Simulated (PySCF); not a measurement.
SMILES [CH]1CCCO1, doublet (CAM-B3LYP/def2-SVP optimised geometry):

```
12

C      0.966    -0.141     0.000
C      0.061    -1.165     0.618
C     -1.068    -0.287     1.186
C     -0.988     0.950     0.296
O      0.394     1.096     0.000
H      2.057    -0.141     0.000
H      0.559    -1.772     1.391
H     -0.332    -1.876    -0.133
H     -2.057    -0.765     1.162
H     -0.847    -0.011     2.229
H     -1.553     0.805    -0.644
H     -1.338     1.876     0.773
```

Level of theory: unrestricted CAM-B3LYP/def2-TZVP run with PySCF.

Question: What are the frontier orbital energies (α orbitals alone; a β orbital can be the lowest empty one) and the dipole moment?

Answer: HOMO-2 -10.91 eV, HOMO-1 -10.38 eV, HOMO -5.97 eV, LUMO 1.98 eV, LUMO+1 2.85 eV; dipole moment 1.79 D.

On the same geometry unrestricted PBE/def2-TZVP run with PySCF gives HOMO-2 -7.96 eV, HOMO-1 -7.39 eV, HOMO -3.16 eV, LUMO 0.40 eV, LUMO+1 1.17 eV; dipole moment 1.66 D.

Meta-Löwdin charges at CAM-B3LYP/def2-TZVP: C1 -0.03, C2 -0.21, C3 -0.21, C4 0.01, O5 -0.33, H6 0.12, H7 0.11, H8 0.11, H9 0.11, H10 0.11, H11 0.10, H12 0.12.
